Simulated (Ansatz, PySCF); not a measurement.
Molecule: fluoro(trimethyl)silane, C3H9FSi, net charge 0, singlet state. 
Geometry from a B3LYP-D3(BJ)/def2-TZVP (Ansatz, a first-principles code) optimisation:
```xyz
14

C      1.5018    -0.8629    -0.6679
Si     0.0038     0.0021     0.0286
C     -1.5516    -0.9875    -0.2520
C     -0.1576     1.7365    -0.6370
F      0.2171     0.1192     1.6297
H      1.4167    -0.9726    -1.7519
H      2.4141    -0.3003    -0.4592
H      1.6157    -1.8605    -0.2387
H     -2.4170    -0.4974     0.1988
H     -1.4666    -1.9863     0.1811
H     -1.7506    -1.1018    -1.3205
H     -1.0099     2.2524    -0.1898
H     -0.3046     1.7238    -1.7199
H      0.7390     2.3237    -0.4280
```
Charge 0, spin multiplicity 1.

PBE beside other levels, property by property. Correlated levels leave the core frozen unless marked. UHF or UKS for open shells. No spin-orbit coupling. Non-relativistic. Basis-set limits of correlation are two-point, X^-3; Hartree-Fock from the larger set. Rows marked 298 K are enthalpies with B3LYP-D3(BJ) harmonic zero-point and thermal terms from PySCF. Atomisation energies are electronic, to ground-state atoms; the column to compare with has the core term from cc-pwCVTZ added, other frozen-core levels have none. The coupled-cluster column (Ansatz) is a level with limits of its own: CCSD(T)/CBS(cc-pV(T+d)Z,cc-pV(Q+d)Z).

```tsv
property	SVWN5/def2-TZVPD (Ansatz)	CAM-B3LYP/def2-TZVPD (Ansatz)	B2PLYP-D3(BJ)/def2-TZVPD (Ansatz + dftd3)	coupled cluster
atomisation energy (kcal/mol)	1455.0	1299.0	1287.6	1305.9
C-Si bond dissociation enthalpy, 298 K, to [CH3] (CH3) + C[Si](C)F (kcal/mol)	105.6	90.5	92.2	96.1
```

Question: What does PBE/def2-TZVPD (Ansatz) give for each property, and on which side of coupled cluster does it fall?

Answer: 
- atomisation energy: PBE lies 2.0 kcal/mol below coupled cluster; PBE gives 1303.9 kcal/mol.
- C-Si bond dissociation enthalpy, 298 K, to [CH3] (CH3) + C[Si](C)F: PBE lies 6.9 kcal/mol below coupled cluster; PBE gives 89.2 kcal/mol.
